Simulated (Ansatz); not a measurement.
Input file for CH3ClGe (`[CH3][Ge][Cl]`):

```yaml
crystal:
  periodic: [false, false, false]
  atoms:
    - {symbol: C, position_ang: [-0.360098, 0.453049, -0.235784]}
    - {symbol: Ge, position_ang: [1.405295, 0.063577, 0.581116]}
    - {symbol: Cl, position_ang: [1.099335, -2.105331, 0.776306]}
    - {symbol: H, position_ang: [-0.475572, 1.516610, -0.454276]}
    - {symbol: H, position_ang: [-1.154632, 0.132275, 0.445075]}
    - {symbol: H, position_ang: [-0.472227, -0.124279, -1.158538]}
basis:
  gaussian: {orbitals: def2-TZVPP}
correlation: {method: ccsd_t}
output: {orbitals: {seedname: orbitals}}
```

```sh
$ ansatz run in.yaml --threads 2 --pin off --events-out ev --progress --plain
```

Log, shortened:

```
Functional definition: HF
984 factors; integrals over basis functions are off by at most 1.0e-3 eV
mean field evaluation 1: about -70054.3566 eV, gradient 2.9e1 eV
mean field evaluation 2: about -70054.4494 eV, gradient 2.9e1 eV
mean field evaluation 4: about -70056.7806 eV, gradient 2.9e0 eV
mean field evaluation 8: about -70056.8264 eV, gradient 2.9e-1 eV
mean field -70056.82708279 eV, -2574.5409090694 hartree, gradient 5.9e-6 eV, S^2 0.000000; 0 other end points of the search recorded, 0 dependent functions left out; unrestricted orbitals would lower it
15 core orbitals not correlated: weight in the atoms' cores, before any rotation towards them, 1.000 or more for the frozen orbitals, at most 0.000 for the correlated occupied ones
reference -70056.82708279 eV, -2574.5409090694 hartree; 14, 14 occupied and 134, 134 virtual orbitals, 984 factors
second order -16.22892776 eV of doubles, -0.00000000 eV of singles
cycle   1  -16.56126837 eV  change   -3.3e-1 eV  update   9.2e-2
cycle   2  -17.01929820 eV  change   -4.6e-1 eV  update   2.8e-2
cycle   3  -17.08827986 eV  change   -6.9e-2 eV  update   1.4e-2
cycle   4  -17.07713984 eV  change    1.1e-2 eV  update   3.9e-3
cycle   5  -17.07656494 eV  change    5.7e-4 eV  update   1.9e-3
cycle   6  -17.07651444 eV  change    5.0e-5 eV  update   6.0e-4
cycle   7  -17.07639450 eV  change    1.2e-4 eV  update   2.4e-4
cycle   8  -17.07644877 eV  change   -5.4e-5 eV  update   8.4e-5
cycle   9  -17.07644722 eV  change    1.5e-6 eV  update   2.9e-5
perturbative correction -0.70761876 eV, -0.0260045099 hartree
Total energy: -70074.61114877 eV, -2575.1944614398 hartree
```

It took 27 s on 2 threads of a server CPU on a shared host, with 1.2 GiB of host memory at the peak.

Correlation energy per correlated electron: -0.635 eV. T1 diagnostic: 0.0118.
